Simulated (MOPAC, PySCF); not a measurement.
Stepwise substitution at one centre (Ga F-SH). Gas-phase values, no solvent. One relaxed conformer stands for each flexible species; it need not be the lowest. Strings in code marks are SMILES.

Quantity: redistribution energy (mixed species minus the weighted end members), in kcal/mol. Semi-empirical values (MOPAC) are differences of heats of formation.

Level 1: CAM-B3LYP-D3(BJ)/def2-TZVP (PySCF)
Level 2: B3LYP/LANL2DZ // CAM-B3LYP-D3(BJ)/def2-TZVP (PySCF)
Level 3: BP86/6-31G* // CAM-B3LYP-D3(BJ)/def2-TZVP (PySCF)
Level 4: PM6 // CAM-B3LYP-D3(BJ)/def2-TZVP (MOPAC)

| species | level 2 | level 3 | level 4 |
|---|---|---|---|
| 2 of 3 F replaced by SH: `[F][Ga]([SH])[SH]` (S–Ga–S–H torsion -180°, S–Ga–S–H torsion -180°) | -1.64 | -3.80 | -3.01 |
| 1 of 3 F replaced by SH: `[F][Ga]([F])[SH]` (F–Ga–S–H torsion 0°) | -1.43 | -3.68 | -2.76 |

Q: What does level 1 give for each?

A: 
- 2 of 3 F replaced by SH: `[F][Ga]([SH])[SH]` (S–Ga–S–H torsion -180°, S–Ga–S–H torsion -180°): -2.91
- 1 of 3 F replaced by SH: `[F][Ga]([F])[SH]` (F–Ga–S–H torsion 0°): -3.11
